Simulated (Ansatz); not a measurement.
Consider the ligand exchange at the Sb–S bond: `[Se]=C[S][SbH2]` + HCl → `[Cl][SbH2]` + `SC=[Se]`.

Program: Ansatz. Geometries: PBE0-D4/def2-TZVP. ΔE: electronic, gas phase. CCSD(T)/CBS adds triple-zeta CCSD(T) − MP2 to the extrapolated MP2 energy (def2 sets, frozen cores). This one scheme is used for every species. DFT in def2-TZVPP. Elements past krypton have def2 core potentials. For Sb, Se outer-core shells are correlated without core-valence functions, which leaves a few kJ/mol of doubt a bond. Scalar relativity is left out up to krypton. One conformer a species, not always the lowest.

```
             level  ΔE (kcal/mol)
         r2SCAN-D4           -4.9
        r2SCANh-D4           -5.1
        r2SCAN0-D4           -5.3
              PBE0           -5.6
  CCSD(T)/def2-SVP           -4.6
    MP2/def2-TZVPP           -2.5
   CCSD/def2-TZVPP           -4.9
SCS-MP2/def2-QZVPP           -4.3
```

Task: What does CCSD(T)/CBS give? (An estimate is asked.)

Result: Ansatz gave: -4.1 kcal/mol. The listed levels differ from it by -0.8, -1.0, -1.2, -1.5, -0.5, 1.6, -0.8, -0.2 kcal/mol.

Largest T1 diagnostic among the species: 0.017.

The D4 term adds +1.9 kcal/mol with B3LYP and +1.1 kcal/mol with PBE0; it sums over pairs of atoms, weighted by their polarisabilities, and B3LYP, whose exchange is more repulsive, gets the larger term. From BLYP to BHLYP (50 % exact exchange), in def2-TZVPP and without D4, ΔE moves by −1.5 kcal/mol.

CCSD(T)/CBS has its own doubt, a few kJ/mol and more with outer-core shells, so smaller differences from it don't rank the levels.

B3LYP here is the variant with VWN-RPA as its local correlation; programs differ in this.
